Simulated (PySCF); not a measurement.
Screening by computed properties: pick the candidate that meets the target.

Each SMILES stands for a single optimised conformer of the isolated species, non-relativistic unless stated. Electronic properties by PySCF.

The conformers computed, where there is a choice (atom-mapped SMILES and torsion angles):
- `[CH2:1]=[CH:2][C@H:3]([F:4])[C:5]#[N:6]`: C1–C2–C3–F4 -123°
- `[OH:1][CH2:2][c:3]1[cH:4][cH:5][c:6]([Br:7])[cH:8][cH:9]1`: O1–C2–C3–C4 178°, H–O1–C2–C3 -178°
- `[F:1]/[CH:2]=[CH:3]/[C@H:4]1[CH:5]=[N:6]1`: C2–C3–C4–C5 -43°
- `[F:1][C:2]([F:3])=[C:4]([F:5])[C@@H:6]([SiH3:7])[CH2:8][SiH3:9]`: C2–C4–C6–Si7 117°, C4–C6–C8–Si9 178°

(1) Wanted: HOMO energy above -6.7 eV (B3LYP/def2-SVPD) and lowest singlet excitation below 6.3 eV (TDDFT B3LYP/def2-SVPD), at PBE0-D3(BJ)/def2-SVP geometries. Which candidate meets both?
A. `F/C=C/[C@H]1C=N1`
B. `C=C[C@H](F)C#N`
C. `OCc1ccc(Br)cc1`
D. `[PH4+]`
E. `C(/C(F)=C\C)#N`

(2) Wanted: dipole moment below 3 D (B3LYP/def2-SVPD) and HOMO–LUMO gap above 5.9 eV (B3LYP/def2-SVPD), at PBE0-D3(BJ)/def2-SVP geometries. Which candidate meets both?
A. `F/C=C/[C@H]1C=N1`
B. `c1(Br)ccc(CO)cc1`
C. `FC(F)=C(F)[C@@H]([SiH3])C[SiH3]`
D. `C/C=C(/F)C#N`

(3) Wanted: electronic spatial extent ⟨r²⟩ about the centre of nuclear charge between 600 bohr² and 1000 bohr² (B3LYP/def2-SVPD) and smallest rotational constant above 0.5 GHz (PBE0-D3(BJ)/def2-SVP), at PBE0-D3(BJ)/def2-SVP geometries. Which candidate meets both?
A. `C/C=C(/F)C#N`
B. `OCc1ccc(Br)cc1`
C. `FC(F)=C(F)[C@@H]([SiH3])C[SiH3]`
D. `C/C=C(\F)C#N`

Results:

(1) C. Computed values:
```
         species  HOMO energy  lowest singlet excitation
          [PH4+]    -18.88 eV                   11.11 eV
  C=C[C@H](F)C#N     -8.58 eV                    6.74 eV
  C(/C(F)=C\C)#N     -7.80 eV                    5.92 eV
F/C=C/[C@H]1C=N1     -6.82 eV                    4.41 eV
  OCc1ccc(Br)cc1     -6.60 eV                    4.99 eV
```

(2) C. Computed values:
| species | dipole moment | HOMO–LUMO gap |
| --- | --- | --- |
| FC(F)=C(F)[C@@H]([SiH3])C[SiH3] | 1.37 D | 6.69 eV |
| F/C=C/[C@H]1C=N1 | 2.49 D | 5.65 eV |
| c1(Br)ccc(CO)cc1 | 3.44 D | 5.79 eV |
| C/C=C(/F)C#N | 3.96 D | 5.98 eV |

(3) D. Computed values:
```csv
species,electronic spatial extent ⟨r²⟩ about the centre of nuclear charge,smallest rotational constant
C/C=C(/F)C#N,590 bohr²,1.945 GHz
C/C=C(\F)C#N,631 bohr²,1.815 GHz
FC(F)=C(F)[C@@H]([SiH3])C[SiH3],2141 bohr²,0.540 GHz
OCc1ccc(Br)cc1,2394 bohr²,0.410 GHz
```
